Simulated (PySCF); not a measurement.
**Where the electron goes**

Species: C6H9PSi.
Structure used (GFN2-xTB), in Å, numbered top down from 1:
```
atom  x, y, z in Å
Si1    2.8962    0.3969   -0.2125
P2     1.4671   -0.8272   -1.4251
C3    -0.0548   -0.3863   -0.5310
C4    -0.6573   -1.2448    0.3814
C5    -1.8271   -0.8736    1.0185
C6    -2.4084    0.3542    0.7517
C7    -1.8180    1.2110   -0.1635
C8    -0.6523    0.8414   -0.8058
H9     2.6646    1.7966   -0.5701
H10    4.2391   -0.0294   -0.6042
H11    2.7257    0.2340    1.2338
H12    1.6987   -2.0189   -0.7446
H13   -0.2090   -2.2070    0.5894
H14   -2.2866   -1.5474    1.7271
H15   -3.3218    0.6411    1.2515
H16   -2.2709    2.1681   -0.3787
H17   -0.1923    1.5032   -1.5278
```

Method used: PySCF 2.14.0, density-fitted response routines, TDDFT PBE0/def2-SVPD, vertical, gas phase, core orbitals frozen in the response.

Kohn–Sham orbitals with the atoms that hold most of them (Löwdin shares over 4%, at most four atoms; ? is withheld):

```csv
orbital,ε (eV),atoms
LUMO+2,0.24,"P2 32%, Si1 15%, H12 11%, H13 5%"
LUMO+1,-0.48,"C7 18%, C4 17%, C5 17%, C8 16%"
LUMO,?,?
HOMO,-6.60,"P2 36%, C3 14%, C6 11%, Si1 9%"
HOMO-1,-7.55,?
HOMO-2,-8.10,"P2 30%, C3 17%, C6 12%, C5 7%"
HOMO-3,-9.08,"P2 26%, Si1 19%, C3 12%, C6 7%"
```

Task: Give the leading atoms of the LUMO.

Result: C3 (bonded to 2 C and P) 20%; C6 (bonded to 2 C and H) 19%; C8 (bonded to 2 C and H) 10%; C4 (bonded to 2 C and H) 10%.

Task: Give the leading atoms of the HOMO-1.

Result: C4 (bonded to 2 C and H) 21%; C7 (bonded to 2 C and H) 20%; C8 (bonded to 2 C and H) 20%; C5 (bonded to 2 C and H) 20%.

Task: What is the LUMO energy, and the HOMO–LUMO gap?

Result: ε(LUMO) = -0.62 eV; the gap is 5.98 eV (0.2197 hartree).

Task: The HOMO–LUMO gap is 5.98 eV. Where does the response calculation put the lowest singlet, and from which orbitals?

Result: S1 is at 5.01 eV (f = 0.0033), 0.97 eV below the gap, made of HOMO→LUMO+1 (82%), HOMO-1→LUMO (17%). Its leading pair isn't HOMO and LUMO; the energies of that pair differ by 6.12 eV. 

Task: One configuration dominates each of S1 and S2. Which, and how do the shares of the two leading atoms of either orbital change from the occupied to the empty one?

Result: 
- S1 (5.01 eV, f 0.0033), HOMO→LUMO+1 (82%): P2 36% → at most 17%, C3 14% → at most 17%, C7 at most 10% → 18%, C4 at most 10% → 17%
- S2 (5.19 eV, f 0.237), HOMO→LUMO (93%): P2 36% → at most 10%, C3 14% → 20%, C6 11% → 19%

Löwdin shares depend on the basis, the more so with diffuse functions.

One conformer stands for the species.
